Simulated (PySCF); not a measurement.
A side-by-side comparison of computed properties.

First species: CH5ClSi.
Atom-mapped SMILES: `[SiH3:1][CH2:2][Cl:3]` (hydrogens: H4, H5, H6 on Si1; H7, H8 on C2)

Second species: C7H8BN3O2S.
Z-matrix (Å and degrees, PBE0-D3(BJ)/def2-SVP geometry), rows numbered from 1:
```
C 
C   1  1.4957
N   2  1.2943  1  117.75
N   3  1.3552  2  120.25  1  -179.83
C   4  1.4133  3  114.25  2  -179.89
N   5  1.3404  4  115.28  3     0.25
O   5  1.2249  4  120.66  3  -179.77
B   4  1.4760  3  125.44  2     0.16
O   8  1.3421  4  122.03  3   179.64
C   8  1.5373  4  113.06  3    -0.37
C  10  1.4251  8  131.99  4  -179.68
C  11  1.3690 10  112.72  8  -179.99
S  12  1.7225 11  112.46 10     0.01
C  10  1.3880  8  116.38  4     0.32
H   1  1.1019  2  110.84  3  -121.00
H   1  1.0967  2  110.02  3    -0.43
H   1  1.1019  2  110.77  3   120.08
H   6  1.0127  5  118.48  4     0.27
H   6  1.0084  5  118.17  4   179.58
H   9  0.9844  8  107.73  4     0.14
H  11  1.0905 10  123.73  8     0.01
H  12  1.0898 11  127.99 10  -179.99
```

Levels: PBE0/def2-SVPD for dipole moment, HOMO energy, LUMO energy, HOMO–LUMO gap, static isotropic polarisability and electronic spatial extent ⟨r²⟩ about the centre of nuclear charge; TDDFT PBE0/def2-SVPD for lowest singlet excitation; TDA PBE0/def2-SVPD for lowest triplet excitation (Tamm–Dancoff); PBE0-D3(BJ)/def2-SVP for rotational constant A and rotational constant C. Geometries: PBE0-D3(BJ)/def2-SVP. All species are isolated and taken at one optimised geometry, non-relativistic unless stated; the electronic structure was computed with PySCF and density fitting.

The conformers computed, where there is a choice (atom-mapped SMILES and torsion angles):
- `[CH3:1][C:2]1=[N:3][N:4]([C:5]([NH2:6])=[O:7])[B:8]([OH:9])[c:10]2[cH:11][cH:12][s:13][c:14]21`: N3–N4–C5–N6 0°, H–N6–C5–N4 0°, H–N6–C5–N4 180°, H–O9–B8–N4 0°

| property | column X | column Y |
| --- | --- | --- |
| dipole moment | 4.00 D | 1.74 D |
| HOMO energy | -6.79 eV | -8.24 eV |
| LUMO energy | -1.78 eV | -0.08 eV |
| HOMO–LUMO gap | 5.01 eV | 8.16 eV |
| lowest singlet excitation | 4.40 eV | 6.67 eV |
| lowest triplet excitation (Tamm–Dancoff) | 2.99 eV | 5.96 eV |
| static isotropic polarisability | 146.2 au | 56.0 au |
| electronic spatial extent ⟨r²⟩ about the centre of nuclear charge | 3087 bohr² | 435 bohr² |
| rotational constant A | 1.171 GHz | 21.729 GHz |
| rotational constant C | 0.335 GHz | 2.916 GHz |

(1) Which column belongs to which species?

(2) How does each property change from the first species to the second?

Results:

(1) Column X is the second species and column Y the first. The first has 8 atoms and 42 electrons, the second 22 and 108.

(2) dipole moment +2.26 D; HOMO energy +1.45 eV; LUMO energy -1.70 eV; HOMO–LUMO gap -3.15 eV; lowest singlet excitation -2.27 eV; lowest triplet excitation (Tamm–Dancoff) -2.97 eV; static isotropic polarisability +90.2 au; electronic spatial extent ⟨r²⟩ about the centre of nuclear charge +2652 bohr²; rotational constant A -20.558 GHz; rotational constant C -2.581 GHz.

On the first: The principal polarisabilities are 49.0, 52.4 and 66.7 au; their mean is the isotropic value.

On the second: S1 lies 0.61 eV below the HOMO–LUMO gap; its leading configuration is HOMO→LUMO, weight 0.96. A dipole of 4.00 D is allowed in Cs, and pure rotational transitions are dipole-allowed.
